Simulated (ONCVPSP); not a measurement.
## An all-electron radial function and its pseudo partner (Ti (Z = 22))

Columns: radius, all-electron u(r) and pseudo u(r) of the 3d shell (level -2.09 eV) of titanium in the configuration [Ne] 3s2 3p6 3d3 4s1; LDA (Perdew-Zunger), scalar-relativistic, ONCV scheme, ONCVPSP 4.0.1.

```json
{"r (bohr)": "0.103", "all-electron": "0.0303", "pseudo": "0.0036"}
{"r (bohr)": "0.205", "all-electron": "0.1331", "pseudo": "0.0271"}
{"r (bohr)": "0.308", "all-electron": "0.2686", "pseudo": "0.0848"}
{"r (bohr)": "0.410", "all-electron": "0.3982", "pseudo": "0.1788"}
{"r (bohr)": "0.513", "all-electron": "0.5072", "pseudo": "0.3034"}
{"r (bohr)": "0.615", "all-electron": "0.5886", "pseudo": "0.4399"}
{"r (bohr)": "0.718", "all-electron": "0.6451", "pseudo": "0.5714"}
{"r (bohr)": "0.820", "all-electron": "0.6791", "pseudo": "0.6777"}
{"r (bohr)": "0.923", "all-electron": "0.6962", "pseudo": "0.7500"}
{"r (bohr)": "1.025", "all-electron": "0.7003", "pseudo": "0.7838"}
{"r (bohr)": "1.128", "all-electron": "0.6950", "pseudo": "0.7846"}
{"r (bohr)": "1.230", "all-electron": "0.6833", "pseudo": "0.7616"}
{"r (bohr)": "1.332", "all-electron": "0.6674", "pseudo": "0.7258"}
{"r (bohr)": "1.435", "all-electron": "0.6484", "pseudo": "0.6858"}
{"r (bohr)": "1.538", "all-electron": "0.6277", "pseudo": "0.6480"}
{"r (bohr)": "1.640", "all-electron": "0.6063", "pseudo": "0.6154"}
{"r (bohr)": "1.743", "all-electron": "0.5844", "pseudo": "0.5874"}
{"r (bohr)": "1.845", "all-electron": "0.5627", "pseudo": "0.5633"}
{"r (bohr)": "1.948", "all-electron": "0.5411", "pseudo": "0.5411"}
{"r (bohr)": "2.050", "all-electron": "0.5202", "pseudo": "0.5201"}
{"r (bohr)": "2.153", "all-electron": "0.4997", "pseudo": "0.4997"}
{"r (bohr)": "2.255", "all-electron": "0.4801", "pseudo": "0.4801"}
{"r (bohr)": "2.358", "all-electron": "0.4611", "pseudo": "0.4611"}
{"r (bohr)": "2.460", "all-electron": "0.4430", "pseudo": "0.4429"}
{"r (bohr)": "2.562", "all-electron": "0.4256", "pseudo": "0.4256"}
{"r (bohr)": "2.665", "all-electron": "0.4088", "pseudo": "0.4087"}
```

Question: How many radial nodes do the two functions have?

Answer: The all-electron 3d function has n − l − 1 = 0; the pseudo-wave has 0.

Question: At about which radius was the pseudo-wave matched?

Answer: 2.05 bohr, where the columns begin to agree (steps of 0.10 bohr).

Question: Is the pseudo-wave norm-conserving?

Answer: Yes: the ONCV scheme keeps the norm inside the radius equal to the all-electron one, which fixes the energy derivative of the logarithmic derivative at the level.
